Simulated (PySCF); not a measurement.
Another site gives an ion 69343.87 eV lower (`O[SiH2]Br`) at the level CAM-B3LYP-D3(BJ)/def2-TZVPD (PySCF).

Excitations are Tamm–Dancoff values on a coarser integration grid.

Z-matrix (Å, degrees):
```
Si
O 1 1.6535
H 2 0.9585 1 119.29
H 1 1.4787 2 104.91 3 -170.73
H 1 1.4900 4 107.84 2 118.18
B 1 2.0014 4 111.33 5 115.85
H 6 1.1920 1 123.72 4 132.54
H 6 1.1923 7 116.99 1 -177.79
```
Charge 0, spin multiplicity 1.

**Question.** Predict the total energy, HOMO–LUMO gap and T1 excitation (TDA) from CAM-B3LYP-D3(BJ)/def2-TZVPD (PySCF).

**Answer.** 
```json
{
  "total_energy": "-392.5869 Ha",
  "HOMO–LUMO gap": "8.02 eV",
  "T1 excitation (TDA)": "3.12 eV"
}
```
